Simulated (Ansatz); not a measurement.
Pt3H4⁻. The state is a doublet with charge -1. Geometry PBE0-D4/def2-TZVP, that of the neutral singlet; atoms count from 1.

```xyz
7

Pt    0.307    0.643    0.950
Pt   -0.354    0.127   -1.556
Pt   -1.464   -1.222    0.175
H    -0.162   -1.352    1.007
H     1.781    0.297    0.980
H    -1.184   -0.459   -2.726
H     1.076    1.965    1.170
```

In the def2 sets Pt takes a core potential; there is no spin–orbit coupling. The structure comes from a short search, and lower isomers may exist.

(1) Estimate the Mulliken populations from the PBE0/def2-TZVPD orbitals of Ansatz.

(2) Where does the spin sit?

(3) And the Mayer bond orders between heavy atoms (over 0.3)?

Results:

(1) 
| atom | charge (e) | spin (α − β) | d electrons |
| --- | --- | --- | --- |
| Pt1 | -0.13 | -0.03 | 8.90 |
| Pt2 | -0.50 | 0.51 | 8.99 |
| Pt3 | -0.24 | 0.43 | 9.07 |
| H4 | -0.02 | 0.07 | – |
| H5 | -0.08 | 0.00 | – |
| H6 | -0.05 | 0.02 | – |
| H7 | 0.02 | 0.00 | – |
Mulliken values depend strongly on the basis. With diffuse functions, as here, like atoms can get unlike values, and bond orders can come out too low or too high.

(2) Summed by element: Pt 0.91, H 0.09, of 1 unpaired in all. Largest on single atoms: Pt2 0.51, Pt3 0.43, H4 0.07.

(3) Pt1–Pt2 0.47 (2.64 Å); Pt1–Pt3 0.35 (2.69 Å); Pt2–Pt3 0.83 (2.46 Å).
